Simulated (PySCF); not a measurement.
Species: C6H11BS.
Cartesian coordinates in Å at the GFN2-xTB level; atoms count from 1:
```
atom  x, y, z in Å
C1    -1.200    2.392    0.246
C2    -0.413    1.336    0.361
S3     1.348    1.480    0.089
B4     1.582   -0.272   -0.086
C5     2.983   -0.940   -0.345
C6     0.192   -1.022    0.040
C7    -0.801   -0.072    0.730
C8    -2.253   -0.405    0.401
H9    -2.262    2.333    0.406
H10   -0.801    3.358   -0.009
H11    2.905   -1.959   -0.715
H12    3.554   -0.983    0.583
H13    3.591   -0.371   -1.046
H14   -0.179   -1.241   -0.968
H15    0.239   -1.980    0.559
H16   -0.658   -0.164    1.817
H17   -2.457   -0.214   -0.650
H18   -2.937    0.189    1.001
H19   -2.444   -1.455    0.609
```

NICS is the negative of the GIAO shielding at a point without a nucleus: at the ring centre (0) and 1 Å above and below it (1); zz is the component along the ring normal. Level: GIAO PBE0/pcSseg-1 (PySCF, non-relativistic, gas phase) on the GFN2-xTB geometry, one conformer.

Ring bond lengths (Å), with Mayer bond orders in brackets: C2–S3 1.788 (1.06), S3–B4 1.776 (1.19), B4–C6 1.584 (0.98), C6–C7 1.538 (1.01), C7–C2 1.507 (0.92).

**Question.** Give the NICS values of each ring in ppm.

**Answer.** 
```
          ring                                                   type  NICS(0)  NICS(1), two faces  NICS(1)zz, two faces  rms pucker (Å)  centre to ring atoms, mean (Å)
C2–S3–B4–C6–C7  5-membered ring with B and S; formal bonds all single     -1.4         -3.2 / -3.7           -0.7 / -0.5            0.13                            1.38
```

**Question.** What can be read from them?

**Answer.** 
- C2–S3–B4–C6–C7: mean NICS(1)zz -0.6 ppm, near zero. C6, C7 have four or more neighbours, so the value isn't read as a sign of a π ring current.

**Question.** What are the shieldings of the ring atoms and their hydrogens in the same run (means over atoms taken as equivalent)?

**Answer.** 
| atoms | environment | σ isotropic (ppm) | principal values of the symmetric part, first atom (ppm) |
| --- | --- | --- | --- |
| C2 | fully substituted alkene carbon | 16.6 | -83.9, 38.3, 95.5 |
| S3 | sulfur bonded to B and C | 323.7 | 184.3, 348.0, 438.9 |
| B4 | three-coordinate boron | 23.5 | -24.2, -10.1, 104.8 |
| C6 | sp3 carbon bound to boron | 143.2 | 118.0, 142.7, 169.0 |
| C7 | allylic carbon | 141.7 | 120.8, 143.0, 161.1 |
| H14 | methylene hydrogen | 30.34 | 26.3, 30.2, 34.5 |
| H15 | methylene hydrogen | 29.84 | 25.4, 29.3, 34.8 |
| H16 | methine hydrogen | 29.01 | 26.4, 27.0, 33.6 |

Time: 65 s; peak memory 0.88 GiB. Hardware: one thread, Arm Neoverse N1 (aarch64), on a shared host. This is the whole shielding run at PBE0/pcSseg-1, SCF included.
